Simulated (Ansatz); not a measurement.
Input for Ansatz (development build ahead of 0.2.0):

```yaml
crystal:
  periodic: [false, false, false]
  atoms:
    - { symbol: H, position_ang: [1.6455, 0.02344, -0.01794] }
    - { symbol: H, position_ang: [1.29854, 0.93987, -0.00385] }
    - { symbol: H, position_ang: [0.49175, 1.55494, -0.00442] }
    - { symbol: H, position_ang: [-0.50919, 1.54485, 0.01187] }
    - { symbol: H, position_ang: [-1.3256, 0.91483, 0.00466] }
    - { symbol: H, position_ang: [-1.61176, 0.02289, -0.00375] }
    - { symbol: H, position_ang: [-1.32942, -0.95654, -0.00669] }
    - { symbol: H, position_ang: [-0.48466, -1.55418, 0.00228] }
    - { symbol: H, position_ang: [0.53402, -1.50916, 0.01501] }
    - { symbol: H, position_ang: [1.29083, -0.98094, 0.00283] }
basis:
  gaussian: { orbitals: cc-pVDZ }
hamiltonian:
  xc: hf
correlation:
  method: mp2
  frozen_orbitals: { H: 0 }
```

The input is written out in the form of the current development build from the run's settings.

Output:

```json
{"Converged": "yes", "Reference energy": "-5.39501 hartree", "Correlation energy": "-0.19604 hartree", "Total energy": "-5.59105 hartree", "Spin squared of the determinant": "0.000"}
```

Caution: bonds are stretched, where a single reference can fail; stretched shape with no unrestricted run beside it, a lower state can exist.
